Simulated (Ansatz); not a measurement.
Species: GeAsH4, charge 0, doublet. GeAsH4 (SMILES [GeH3][AsH], doublet).
B3LYP-D3(BJ)/def2-TZVP minimum from Ansatz (a program for electronic structure):
```xyz
6

Ge    -1.1454     0.1288     0.2545
As     1.2124    -0.1660    -0.3051
H     -1.9959    -0.7276    -0.7002
H     -1.5609     1.6051     0.1053
H     -1.4216    -0.3155     1.7039
H      1.6225     0.7953     0.8142
```
Charge 0, spin multiplicity 2.

Total energies in aug-cc-pVDZ, 13 correlated electrons, 28 frozen orbitals. Open shells are spin-unrestricted; no spin-orbit coupling. Correlated methods leave the cores frozen (noble-gas shells, and filled d and f shells in the p block). No relativity.

```
method    program  energy (Eh)  minus CCSDT(Q) (mEh)
--------  -------  -----------  --------------------
HF         Ansatz  -4311.82503                253.96
MP2        Ansatz  -4312.02619                 52.80
CCSD       Ansatz  -4312.07021                  8.78
CCSD(T)    Ansatz  -4312.07738                  1.60
CCSDT(Q)   Ansatz  -4312.07898                  0.00
```

Rough core times of Ansatz's runs on a shared machine: CCSD(T) 30 s, CCSDT(Q) 10 min.
